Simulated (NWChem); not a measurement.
System: C2H3BO2; SMILES C(B(O)O)#C

The following NWChem deck was run.

```
start job
memory heap 200 mb stack 900 mb global 1100 mb
geometry units angstroms noautoz
  B      0.000000     0.000000    -0.520698
  C      0.000000     0.000000     1.031020
  C      0.000000     0.000000     2.247797
  H      0.000000     0.000000     3.323490
  O      0.000000     1.157955    -1.225272
  H      0.000000     1.932318    -0.656107
  O      0.000000    -1.157955    -1.225272
  H      0.000000    -1.932318    -0.656107
end
basis spherical
  B library def2-tzvp
  C library def2-tzvp
  H library def2-tzvp
  O library def2-tzvp
end
dft
  xc b3lyp
  iterations 150
  semidirect filesize 400000000
  mulliken
end
task dft energy
```

Parts of the log:

```
             Northwest Computational Chemistry Package (NWChem) 7.3.0
             --------------------------------------------------------

 C2V symmetry detected

                             Geometry "geometry" -> ""
                             -------------------------

 Output coordinates in angstroms (scale by  1.889725989 to convert to a.u.)

  No.       Tag          Charge          X              Y              Z
 ---- ---------------- ---------- -------------- -------------- --------------
    1 B                    5.0000     0.00000000     0.00000000    -0.50615178
    2 C                    6.0000     0.00000000     0.00000000     1.04556622
    3 C                    6.0000     0.00000000     0.00000000     2.26234322
    4 H                    1.0000     0.00000000     0.00000000     3.33803622
    5 O                    8.0000     0.00000000     1.15795500    -1.21072578
    6 H                    1.0000     0.00000000     1.93231800    -0.64156078
    7 O                    8.0000     0.00000000    -1.15795500    -1.21072578
    8 H                    1.0000     0.00000000    -1.93231800    -0.64156078

 Effective nuclear repulsion energy (a.u.)     137.1224336928

      Symmetry information
      --------------------

 Group name             C2v
 Group number             16
 Group order               4
 No. of unique centers     6

                                 NWChem DFT Module
                                 -----------------

 Summary of "ao basis" -> "ao basis" (spherical)
 ------------------------------------------------------------------------------
       Tag                 Description            Shells   Functions and Types
 ---------------- ------------------------------  ------  ---------------------
 B                         def2-tzvp                11       31   5s3p2d1f
 C                         def2-tzvp                11       31   5s3p2d1f
 H                         def2-tzvp                 4        6   3s1p
 O                         def2-tzvp                11       31   5s3p2d1f

      Symmetry analysis of basis
      --------------------------

        a1         72
        a2         20
        b1         33
        b2         48

            General Information
            -------------------
          SCF calculation type: DFT
          Wavefunction type:  closed shell.
          No. of atoms     :     8
          No. of electrons :    36
           Alpha electrons :    18
            Beta electrons :    18
          Charge           :     0
          Spin multiplicity:     1
          Use of symmetry is: on ; symmetry adaption is: on
          Maximum number of iterations: 150
          AO basis - number of functions:   173
                     number of shells:    67
          Convergence on energy requested:  1.00D-06
          Convergence on density requested:  1.00D-05
          Convergence on gradient requested:  5.00D-04

              XC Information
              --------------
                         B3LYP Method XC Potential
                     Hartree-Fock (Exact) Exchange  0.200
                        Slater Exchange Functional  0.800 local
                    Becke 1988 Exchange Functional  0.720 non-local
              Lee-Yang-Parr Correlation Functional  0.810
                  VWN I RPA Correlation Functional  0.190 local

             Grid Information
             ----------------
          Grid used for XC integration:  medium
          Radial quadrature: Mura-Knowles
          Angular quadrature: Lebedev.
          Tag              B.-S. Rad. Rad. Pts. Rad. Cut. Ang. Pts.
          ---              ---------- --------- --------- ---------
          B                   0.85       49          11.0       434
          C                   0.70       49          11.0       434
          H                   0.35       45          12.0       434
          O                   0.60       49          12.0       434
          Grid pruning is: on
          Number of quadrature shells:   286
          Spatial weights used:  Erf1

      Superposition of Atomic Density Guess
      -------------------------------------

 Sum of atomic energies:        -250.94541134

      Non-variational initial energy
      ------------------------------

 Total energy =    -253.092986
 1-e energy   =    -612.118748
 2-e energy   =     221.903328
 HOMO         =      -0.362292
 LUMO         =      -0.013468

      Symmetry analysis of molecular orbitals - initial
      -------------------------------------------------

  Numbering of irreducible representations:

     1 a1          2 a2          3 b1          4 b2

  Orbital symmetries:

     1 a1          2 b2          3 a1          4 a1          5 a1
     6 a1          7 b2          8 a1          9 a1         10 a1
    11 b2         12 a1         13 b2         14 b1         15 a2
    16 a1         17 b1         18 b2         19 b1         20 b2
    21 a1         22 b2         23 a1         24 b1         25 a1
    26 a1         27 b1         28 b2

------------------------------------------------------------
EAF file 0: "./job.aoints.0" size=130023424 bytes
------------------------------------------------------------
               write      read    awrite     aread      wait
               -----      ----    ------     -----      ----
     calls:      248         0         0         0         0
   data(b): 1.30e+08  0.00e+00  0.00e+00  0.00e+00
   time(s): 0.00e+00  0.00e+00  0.00e+00  0.00e+00  0.00e+00
rate(mb/s): 0.00e+00  0.00e+00
------------------------------------------------------------

     ---------------------------------------------
      Total Density - Mulliken Population Analysis
     ---------------------------------------------

    Atom       Charge   Shell Charges
 -----------   ------   -------------------------------------------------------
    1 B    5     4.26   0.91  1.07  0.49  0.34  0.03  0.73  0.37  0.05  0.10  0.13  0.03
    2 C    6     6.39   0.86  1.12  0.61  0.52  0.16  1.22  1.41  0.42  0.01  0.05  0.01
    3 C    6     6.08   0.86  1.12  0.61  0.43  0.09  1.16  1.34  0.42  0.01  0.02  0.01
    4 H    1     0.75   0.21  0.42  0.10  0.02
    5 O    8     8.71   0.79  1.18  0.59  0.92  0.24  2.02  2.15  0.79  0.00  0.01  0.00
    6 H    1     0.55   0.20  0.25  0.06  0.04
    7 O    8     8.71   0.79  1.18  0.59  0.92  0.24  2.02  2.15  0.79  0.00  0.01  0.00
    8 H    1     0.55   0.20  0.25  0.06  0.04

   convergence    iter        energy       DeltaE   RMS-Dens  Diis-err
 ---------------- ----- ----------------- --------- --------- ---------
 d= 0,ls=0.0,diis     1   -253.3708778174 -3.90D+02  7.42D-03  1.11D+00
 d= 0,ls=0.0,diis     2   -253.3455082381  2.54D-02  3.65D-03  1.49D+00
 d= 0,ls=0.0,diis     3   -253.4706909784 -1.25D-01  8.27D-04  1.15D-01
 d= 0,ls=0.0,diis     4   -253.4788932786 -8.20D-03  4.15D-04  1.60D-02
 d= 0,ls=0.0,diis     5   -253.4802815602 -1.39D-03  1.61D-04  4.95D-03
  Resetting Diis
 d= 0,ls=0.0,diis     6   -253.4808956030 -6.14D-04  3.46D-05  8.43D-05
 d= 0,ls=0.0,diis     7   -253.4809057713 -1.02D-05  1.23D-05  3.05D-06
 d= 0,ls=0.0,diis     8   -253.4809057457  2.57D-08  6.08D-06  3.14D-06

         Total DFT energy =     -253.480905745675
      One electron energy =     -616.617144270008
           Coulomb energy =      259.263889318180
    Exchange-Corr. energy =      -33.250084486606
 Nuclear repulsion energy =      137.122433692759

 Numeric. integr. density =       35.999996362480

                  Occupations of the irreducible representations
                  ----------------------------------------------

                     irrep           alpha         beta
                     --------     --------     --------
                     a1               10.0         10.0
                     a2                1.0          1.0
                     b1                2.0          2.0
                     b2                5.0          5.0

                       DFT Final Molecular Orbital Analysis
                       ------------------------------------

 Vector   16  Occ=2.000000D+00  E=-3.377228D-01  Symmetry=a2
              MO Center= -1.3D-15,  1.1D-13, -1.2D+00, r^2= 2.0D+00
   Bfn.  Coefficient  Atom+Function         Bfn.  Coefficient  Atom+Function
  ----- ------------  ---------------      ----- ------------  ---------------
   105      0.340808  5 O  px               142     -0.340808  7 O  px
   108      0.279773  5 O  px               145     -0.279773  7 O  px
   111      0.214045  5 O  px               148     -0.214045  7 O  px
    20      0.039373  1 B  d -2              15      0.031780  1 B  d -2

 Vector   17  Occ=2.000000D+00  E=-3.045946D-01  Symmetry=b1
              MO Center=  4.5D-16, -1.3D-13,  1.5D+00, r^2= 1.9D+00
   Bfn.  Coefficient  Atom+Function         Bfn.  Coefficient  Atom+Function
  ----- ------------  ---------------      ----- ------------  ---------------
    68      0.299224  3 C  px                37      0.294126  2 C  px
    40      0.247562  2 C  px                71      0.239019  3 C  px
    74      0.150614  3 C  px                43      0.122242  2 C  px
   105     -0.092459  5 O  px               142     -0.092459  7 O  px
   108     -0.077394  5 O  px               145     -0.077394  7 O  px

 Vector   18  Occ=2.000000D+00  E=-3.012907D-01  Symmetry=b2
              MO Center= -2.6D-15,  9.7D-16,  1.5D+00, r^2= 2.0D+00
   Bfn.  Coefficient  Atom+Function         Bfn.  Coefficient  Atom+Function
  ----- ------------  ---------------      ----- ------------  ---------------
    69      0.308487  3 C  py                38      0.289500  2 C  py
    41      0.242882  2 C  py                72      0.242516  3 C  py
    75      0.163874  3 C  py                44      0.107580  2 C  py
   107     -0.092780  5 O  pz               144      0.092780  7 O  pz
   110     -0.075417  5 O  pz               147      0.075417  7 O  pz

[...]
```

Level: B3LYP/def2-TZVP. The geometry was optimised at PBE0/def2-SVP.
